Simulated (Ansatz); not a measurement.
C$_{4}$H$_{6}$F$_{2}$O (`F[C@@H]1CC[C@H](F)O1`), relaxed with RKS PBE-D4/def2-SVP in Ansatz from a rough embedded geometry. The force threshold is 0.03 eV/Å; the program also tests the step.

The species carries charge 0 and has multiplicity 1.

Start:

```xyz
13

F    -0.146   -2.323    0.358
C    -0.065   -1.268   -0.382
C    -1.044   -0.231    0.107
C    -0.217    1.114   -0.083
C     1.147    0.597    0.196
F     1.330    0.568    1.558
O     1.277   -0.742   -0.229
H    -0.231   -1.504   -1.392
H    -1.176   -0.356    1.196
H    -1.960   -0.233   -0.405
H    -0.550    1.876    0.489
H    -0.287    1.349   -1.170
H     1.922    1.153   -0.243
```

```tsv
step	energy (eV)	largest force (eV/Å)	largest move (Å)
1	-11704.5509	5.542	0.000
2	-11705.2220	1.707	0.077
3	-11705.2494	1.539	0.067
4	-11705.3258	0.103	0.045
5	-11705.3302	0.067	0.025
6	-11705.3376	0.098	0.085
7	-11705.3402	0.101	0.050
8 (rejected)	-11705.2961	0.580	0.075
9	-11705.3414	0.033	0.038
10	-11705.3416	0.018	0.017
```

End:

```xyz
13

F    -0.051   -2.315    0.557
C    -0.056   -1.284   -0.362
C    -1.055   -0.191    0.059
C    -0.242    1.103   -0.076
C     1.173    0.593    0.182
F     1.391    0.497    1.551
O     1.218   -0.673   -0.414
H    -0.246   -1.745   -1.356
H    -1.317   -0.386    1.117
H    -1.983   -0.209   -0.541
H    -0.534    1.901    0.632
H    -0.298    1.511   -1.106
H     2.000    1.198   -0.244
```

Run time 15 s (4 threads of an Arm Neoverse V2 on a shared host); peak host memory 0.18 GiB.
